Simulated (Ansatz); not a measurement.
Consider the ligand exchange at the Al–O bond: `C=C([SiH3])[O][AlH][F]` + `CN[SiH3]` → `C[N]([SiH3])[AlH][F]` + `C=C(O)[SiH3]`.

Isolated molecules relaxed with PBE0-D4/def2-TZVP in Ansatz; ΔE leaves out vibrations. CCSD(T)/CBS is the MP2 limit (def2-TZVPP, def2-QZVPP) plus CCSD(T) − MP2 in def2-TZVPP, frozen cores. Each species was taken in one conformer, which may not be the lowest.

| species | CCSD(T)/CBS(def2) energy (Eh) |
| --- | --- |
| `C=C([SiH3])[O][AlH][F]` | -785.86597 |
| `CN[SiH3]` | -386.04948 |
| `C[N]([SiH3])[AlH][F]` | -727.97302 |
| `C=C(O)[SiH3]` | -443.92889 |

Question: Work out ΔE.

Answer: ΔE = (-727.97302) + (-443.92889) − (-785.86597) − (-386.04948) = 0.01354 Eh = +35.5 kJ/mol.

Largest T1 diagnostic among the species: 0.013.

In def2-TZVPP, CCSD(T) changes the Hartree–Fock value by −17.0 kJ/mol (the triples alone add −3.0 kJ/mol) and MP2 by −16.5 kJ/mol.
